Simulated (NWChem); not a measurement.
System: CH₃BeF; SMILES [Be]([F])[CH3]

Here is an NWChem input.

```
start job
memory heap 200 mb stack 900 mb global 1100 mb
geometry units angstroms noautosym nocenter noautoz
  Be    -0.000380     0.153126    -0.000003
  F     -0.000755     1.530407     0.000008
  C      0.000055    -1.525742    -0.000006
  H      0.383191    -1.927614    -0.942735
  H     -1.007769    -1.928003     0.139659
  H      0.625097    -1.927520     0.803072
end
basis spherical
  * library def2-tzvp
end
dft
  xc pbe0
  iterations 150
end
tddft
  cis
  ecut -9.0
  nroots 6
  notriplet
end
task tddft energy
```

The geometry was optimised at PBE0-D3(BJ)/def2-TZVP.

Core excitations by TDA in a window of 1s orbitals, non-relativistic and unshifted: absolute energies depend strongly on the exact-exchange share.

**Question.** Predict the main results of this run. (PBE0/def2-TZVP, restricted-window TDA.) Quantities: first 1s excitation (eV); dipole oscillator strength of the first; first state with f > 0.002 (eV); dipole oscillator strength of that state.

**Answer.** 
- first 1s excitation (eV) = 275.9
- dipole oscillator strength of the first = 0.0022
- first state with f > 0.002 (eV) = 275.9
- dipole oscillator strength of that state = 0.0022
